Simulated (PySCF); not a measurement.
PySCF input file for diboron tetrachloride (B2Cl4), SMILES ClB(Cl)B(Cl)Cl, IEF-PCM-M06-2X/def2-SVP. Geometry: B3LYP-D3(BJ)/def2-SVP. The values are those of a single conformer.

```python
import numpy as np
from pyscf import gto, scf, dft
from pyscf.solvent import pcm

mol = gto.M(
    atom='''
    Cl    1.07248488   -1.07248488   -1.72921848
    B     0.00000000    0.00000000   -0.84505446
    Cl   -1.07248488    1.07248488   -1.72921848
    B     0.00000000    0.00000000    0.84505446
    Cl    1.07248488    1.07248488    1.72921848
    Cl   -1.07248488   -1.07248488    1.72921848
    ''',
    basis='def2-SVP',
    charge=0,
    spin=0,
    max_memory=1600,
    verbose=3,
)
mf = dft.RKS(mol, xc='m06-2x').density_fit(auxbasis='def2-universal-jkfit')
mf.grids.level = 4
mf.conv_tol = 1e-9
mf.max_cycle = 100
mf.kernel()
res = {}
for name, eps in {'water': 78.355, 'ethanol': 24.852, 'toluene': 2.3741}.items():
    s = mf.PCM()
    s.with_solvent.method, s.with_solvent.eps, s.with_solvent.lebedev_order = 'IEF-PCM', eps, 29
    s.kernel(mf.make_rdm1())
    res[name] = (s.e_tot, eps, s.dip_moment(), s.mo_energy, s.converged)
    print(f'{name}: electrostatic solvation free energy {(s.e_tot - mf.e_tot) * 627.509474:.3f} kcal/mol')
```

It prints:

```
converged SCF energy = -1889.98236726013

WARN: PCM is an experimental feature. It is still in testing.
Features and APIs may be changed in the future.

converged SCF energy = -1889.98369932568
Dipole moment(X, Y, Z, Debye): -0.00000, -0.00000,  0.00000
water: electrostatic solvation free energy -0.836 kcal/mol

WARN: PCM is an experimental feature. It is still in testing.
Features and APIs may be changed in the future.

converged SCF energy = -1889.9836341666
Dipole moment(X, Y, Z, Debye):  0.00000, -0.00000, -0.00000
ethanol: electrostatic solvation free energy -0.795 kcal/mol

WARN: PCM is an experimental feature. It is still in testing.
Features and APIs may be changed in the future.

converged SCF energy = -1889.98295825598
Dipole moment(X, Y, Z, Debye): -0.00000,  0.00000, -0.00000
toluene: electrostatic solvation free energy -0.371 kcal/mol
```

Self-consistency was reached.
